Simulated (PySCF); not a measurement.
PySCF input (M06-2X/6-31G* with LANL2DZ past Ar (5d)):

```python
from pyscf import gto, dft

mol = gto.M(
    atom='''
    La    0.03573800   -0.30860300    0.08254800
    F     2.13136100   -0.78223000    0.06698700
    F    -0.94720000   -0.63087000    1.96567700
    Cl   -0.74673700    1.78283800   -1.35289400
    ''',
    basis={'default': '6-31g*', 'La': 'lanl2dz'},
    ecp={'La': 'lanl2dz'},
    charge=0,
    spin=0,
    verbose=4,
)

mf = dft.RKS(mol, xc='m062x')
mf.grids.level = 4
mf.conv_tol = 1e-9
mf.max_cycle = 100
mf.max_memory = 1500
mf.kernel()
if not mf.converged:
    mf = mf.newton()
    mf.kernel(mf.make_rdm1())
mf.dip_moment()
```

From the output:

```
diis_start_cycle = 1
diis_space = 8
diis_damp = 0
SCF conv_tol = 1e-09
SCF conv_tol_grad = None
SCF max_cycles = 100
direct_scf = True
direct_scf_tol = 1e-13
XC library pyscf.dft.libxc version 7.1.2
    S. Lehtola, C. Steigemann, M. J. T. Oliveira, and M. A. L. Marques,  SoftwareX 7, 1–5 (2018)
XC functionals = m062x
    Y. Zhao and D. G. Truhlar,  Theor. Chem. Acc. 120, 215 (2008)
    Y. Zhao and D. G. Truhlar,  Theor. Chem. Acc. 120, 215 (2008)
radial grids:
    Treutler-Ahlrichs [JCP 102, 346 (1995); DOI:10.1063/1.469408] (M4) radial grids

becke partition: Becke, JCP 88, 2547 (1988); DOI:10.1063/1.454033
pruning grids: <function nwchem_prune>
grids dens level: 4
symmetrized grids: False
atomic radii adjust function: <function treutler_atomic_radii_adjust>
small_rho_cutoff = 0
Set gradient conv threshold to 3.16228e-05
Initial guess from minao.
tot grids = 122008
init E= -691.379546969573
  HOMO = -0.351301789079194  LUMO = -0.0264342984821271  gap/eV = 8.84009
cycle= 1 E= -690.739965340182  delta_E= 0.64  |g|= 1.27  |ddm|= 2.52
  HOMO = -0.251352306821499  LUMO = -0.161576057361882  gap/eV = 2.44294
cycle= 2 E= -689.893071423124  delta_E= 0.847  |g|= 2.55  |ddm|= 2.72
  HOMO = -0.31795806518404  LUMO = -0.0923919514472153  gap/eV = 6.13797
cycle= 3 E= -691.134869679396  delta_E= -1.24  |g|= 0.172  |ddm|= 1.64
  HOMO = -0.388499948704518  LUMO = -0.0801389083506328  gap/eV = 8.39093
cycle= 4 E= -691.140220082278  delta_E= -0.00535  |g|= 0.105  |ddm|= 0.334
  HOMO = -0.359732987762567  LUMO = -0.0837623365117715  gap/eV = 7.50954
cycle= 5 E= -691.143750993354  delta_E= -0.00353  |g|= 0.00486  |ddm|= 0.137
  HOMO = -0.358863265493389  LUMO = -0.0837260874746373  gap/eV = 7.48686
cycle= 6 E= -691.143764094931  delta_E= -1.31e-05  |g|= 0.00157  |ddm|= 0.00902
  HOMO = -0.358631761821355  LUMO = -0.0836528570106201  gap/eV = 7.48256
cycle= 7 E= -691.143765344667  delta_E= -1.25e-06  |g|= 0.000418  |ddm|= 0.00278
  HOMO = -0.358676927742377  LUMO = -0.0836870935341918  gap/eV = 7.48285
cycle= 8 E= -691.143765475768  delta_E= -1.31e-07  |g|= 7.89e-05  |ddm|= 0.00105
  HOMO = -0.358667914764425  LUMO = -0.0836813344496901  gap/eV = 7.48277
cycle= 9 E= -691.143765479042  delta_E= -3.27e-09  |g|= 3.95e-05  |ddm|= 0.000157
  HOMO = -0.358668372332243  LUMO = -0.0836800352610427  gap/eV = 7.48281
cycle= 10 E= -691.14376547939  delta_E= -3.48e-10  |g|= 2.09e-05  |ddm|= 4.51e-05
  HOMO = -0.358668555434079  LUMO = -0.0836801264490479  gap/eV = 7.48282
Extra cycle  E= -691.143765479345  delta_E= 4.48e-11  |g|= 2.84e-05  |ddm|= 2.99e-05
converged SCF energy = -691.143765479345
Dipole moment(X, Y, Z, Debye): -0.71147, -3.99980, -0.83474
```

The geometry given is a B3LYP-D3(BJ)/def2-TZVP minimum.
